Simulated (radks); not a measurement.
The numbers below are computed, except where a source is named.
All-electron atom: the scandium ion Sc4+ in [Ne] 3s2 3p4.5 4p0.5 (fractional occupations, a model configuration). Level of theory: non-relativistic Kohn-Sham, BLYP, spin-polarised, spherical densities, point nucleus; open shells are filled with parallel spins first (a radial shooting solver on a logarithmic mesh with Libxc functionals).

X-ray form factor f0, the Fourier transform of the density (f0(0) = 17):

sin(theta)/lambda (1/angstrom)  f0 (electrons)
0.05                                    16.758
0.1                                     16.099
0.15                                    15.176
0.2                                     14.135
0.25                                    13.070
0.3                                     12.035
0.4                                     10.185
0.5                                      8.754
0.6                                      7.737
0.8                                      6.441
1                                        5.457
1.25                                     4.305
1.5                                      3.319
2                                        2.073
